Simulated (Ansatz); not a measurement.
Species: CH2NS, charge 0, doublet. CH2NS (SMILES S=[C]N, doublet).
B3LYP-D3(BJ)/def2-TZVP minimum from Ansatz (a first-principles code):
```
N
H 1 1.0071
C 1 1.3129 2 120.60
H 1 1.0157 2 117.02 3 180.00
S 3 1.5929 1 136.94 2 180.00
```
Charge 0, spin multiplicity 2.

Wanted: atomisation energy (electronic, to ground-state atoms), in kcal/mol. Open shells are spin-unrestricted; no spin-orbit coupling. CBS(X,Y): correlation extrapolated as X^-3, Hartree-Fock from the larger set. A bracket is a step between two methods taken in the basis named. Functionals run without relativity, which enters their misses. Double hybrids freeze cores in their MP2 part. 'core' is core correlation in cc-pwCVTZ (1s frozen past Ne), 'X2C' scalar relativity in cc-pVTZ-DK, both at CCSD(T). For partners of very few electrons the exact lower level stands in for a higher one.

CCSD(T)/CBS(cc-pV(T+d)Z,cc-pV(Q+d)Z) + [CCSDT(Q) - CCSD(T)]/cc-pV(D+d)Z + core + X2C (Ansatz) gives 416.9 kcal/mol.

Task: How far off this value is PBE/def2-TZVPD (Ansatz), in which direction, and which of these levels come nearer: r2SCAN/def2-TZVPD, B3LYP/def2-TZVPD, wB97M-V/def2-TZVPD, B2PLYP/def2-TZVPD, CCSD(T)/CBS(cc-pV(T+d)Z,cc-pV(Q+d)Z) + core + X2C?

Result: PBE gives 441.8 kcal/mol, 24.9 kcal/mol above it. Differences of the others: r2SCAN/def2-TZVPD (Ansatz) 5.8; B3LYP/def2-TZVPD (Ansatz) 2.9; wB97M-V/def2-TZVPD (Ansatz) 3.6; B2PLYP/def2-TZVPD (Ansatz) -2.5; CCSD(T)/CBS(cc-pV(T+d)Z,cc-pV(Q+d)Z) + core + X2C (Ansatz) -1.0 kcal/mol. Nearer than PBE: r2SCAN/def2-TZVPD, B3LYP/def2-TZVPD, wB97M-V/def2-TZVPD, B2PLYP/def2-TZVPD, CCSD(T)/CBS(cc-pV(T+d)Z,cc-pV(Q+d)Z) + core + X2C.
